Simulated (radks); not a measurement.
All-electron atom: Sm3+ in [Xe] 4f5. Method: scalar-relativistic Kohn-Sham, PBE, spin-unpolarised, spherical densities, finite nucleus; Fermi nuclear charge, rms radius 5.0819 fm; computed with a radial shooting solver on a logarithmic mesh with Libxc functionals.

Normalised radial functions P(r) = r R(r), r in bohr:

```
   r/bohr * 4s (the largest magnitude, 1.49, reaches the edge; | marks zero)
 0.001866                             |  *
 0.002468                             |   *
  0.00324                             |   *
 0.004287                             |    *
 0.005672                             |     *
 0.007505                             |      *
 0.009851                             |      *
  0.01303                             |      *
  0.01725                             |    *
  0.02264                             |  *
  0.02995                            *|
  0.03963                       *     |
  0.05202                   *         |
  0.06883                  *          |
  0.09107                      *      |
   0.1205                             |  *
   0.1582                             |            *
   0.2093                             |               *
   0.2769                             |    *
   0.3634                *            |
   0.4809  *                          |
   0.6363   *                         |
   0.8351              *              |
    1.105                       *     |
    1.462                            *|
    1.935                             *
    2.539                             *
     3.36                             *
    4.445                             *
```

4s: eigenvalue -363.66 eV, 3 radial nodes at r = 0.0278, 0.111, 0.300 bohr, <r> = 0.578 bohr, 90 % of the charge inside 0.830 bohr.
